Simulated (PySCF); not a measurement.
W(NH)(S)(F)(OMe) (CH4FNOSW), SMILES [W]([F])([O]C)(=[S])=[NH], multiplicity 1.

Geometry: PBE0-D3(BJ)/def2-SVP. The multiplicity is an assumed one; other spin states were not compared. The def2 effective core potentials stand for the cores of W; spin–orbit coupling is left out. Other conformers were not sampled.

Level of theory: PBE/def2-TZVP in PySCF.

The molecule is in vacuum.

- total energy = -735.52111 hartree
- highest occupied level = -6.13 eV
- lowest empty level = -2.61 eV
- orbital gap = 3.52 eV
- dipole moment = 3.80 D
- quadrupole, principal values (traceless, Buckingham form, about the centre of nuclear charge) = -9.65, 2.68, 6.97 D·Å
- mean static polarisability = 85.7 bohr³ (12.69 Å³)
- polarisability, principal values = 69.1, 81.2, 106.7 bohr³
